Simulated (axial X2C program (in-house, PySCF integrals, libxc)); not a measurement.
# GaP⁺: properties at the nuclei

Calculated with an axial X2C code built on PySCF integrals: two-component X2C with atomic mean-field Coulomb and Gaunt terms, Gaussian nuclei, basis Ga dyall-cv3z, P dyall-v3z with contracted cores.

R = 2.660 Å (near the PBE0 minimum at charge 1 of the determinant lowest at the starting distance; the state shown can have its own minimum elsewhere).

Input and command:
```json
{"zs": [31, 15], "q": 1, "bas": ["dyall-cv3z", "dyall-v3z"], "r0": 2.19, "levels": ["PBE0", "HF", "PBE50", "LDA", "r2SCAN"], "nst": 3}
```
```bash
python soeom.py task.json out
```

Keys: zs atomic numbers; q charge; bas basis sets; r0 starting distance in Å; levels methods; nst determinants followed.

Determinant lowest in the PBE0 search, Ω = 3/2 (⟨Sz⟩ = 1.50, ⟨Lz⟩ = 0.00 at PBE0), spin on the atoms Ga 0.17, P 1.33:

| level | Eeff magnitude (GV/cm) | Ws magnitude Ga (kHz) | A∥/gI Ga (MHz) | qzz Ga (a.u.) | A∥/gI P (MHz) | qzz P (a.u.) |
| --- | --- | --- | --- | --- | --- | --- |
| PBE0 | 1.7 | 0.512 | 187 | -1.12 | -81 | 0.28 |
| HF | 2.36 | 0.706 | 48 | -1.08 | -74.8 | 0.32 |
| PBE50 | 1.93 | 0.58 | 160 | -1.12 | -80.5 | 0.31 |
| LDA | 1.41 | 0.425 | 241 | -1.11 | -40.2 | 0.22 |
| r2SCAN | 1.87 | 0.562 | 188 | -1.20 | -36.3 | 0.26 |

Determinant 1.27 eV from it at PBE0 and this distance, Ω = 1/2 (⟨Sz⟩ = 0.50, ⟨Lz⟩ = 0.00 at PBE0), spin on the atoms Ga 0.14, P 0.36:

| level | Eeff magnitude (GV/cm) | Ws magnitude Ga (kHz) | A∥/gI Ga (MHz) | qzz Ga (a.u.) | A∥/gI P (MHz) | qzz P (a.u.) |
| --- | --- | --- | --- | --- | --- | --- |
| PBE0 | 1.95 | 1.74 | 805 | -1.11 | 151 | 0.11 |
| HF | 2.92 | 2.6 | 326 | -1.18 | 43.9 | 0.09 |
| PBE50 | 2.23 | 1.99 | 697 | -1.15 | 123 | 0.15 |
| LDA | 1.64 | 1.46 | 1040 | -1.07 | 196 | 0.05 |
| r2SCAN | 2.12 | 1.89 | 838 | -1.12 | 205 | 0.05 |

Eeff is the effective electric field on the electron electric dipole moment in this Ω state and Ws the scalar–pseudoscalar constant of the nucleus named (defined with the proton number Z and per Ω); A∥ (defined per Ω) follows by multiplying with gI = μI/(I μN); qzz is the electric field gradient, eQq0 = 234.96 MHz × Q/barn × qzz. The operators were transformed with the bare-nucleus X2C matrices; with these basis sets, hyperfine constants and field gradients can be off by tens of per cent, and where levels differ in sign neither size nor sign is settled.

**Question.** With Q(69Ga) = 0.171 barn (Q from Pyykkö, Mol. Phys. 2018), turn the PBE0 values of the first state into constants in MHz.

**Answer.** eQq0(69Ga) = 234.96 × (0.171) × (-1.12) = -45 MHz.

Each state is one determinant with collinear spin, which with several unpaired electrons need not be a pure state. Unrestricted Hartree–Fock can overshoot spin polarisation at the nuclei. This is the top spin component of a Σ state; components of lower Ω are not single determinants and can lie lower. With several open shells hyperfine constants can be off by a factor of several. States lie within half an eV, so the first need not be the ground state. Further determinants of the search, some of them spin-mixed, are not shown. Where a field gradient or hyperfine factor spreads by more than a factor of two over the levels, a constant derived from it is not to be relied on. PBE0 term energies can be off by some tenths of an eV.
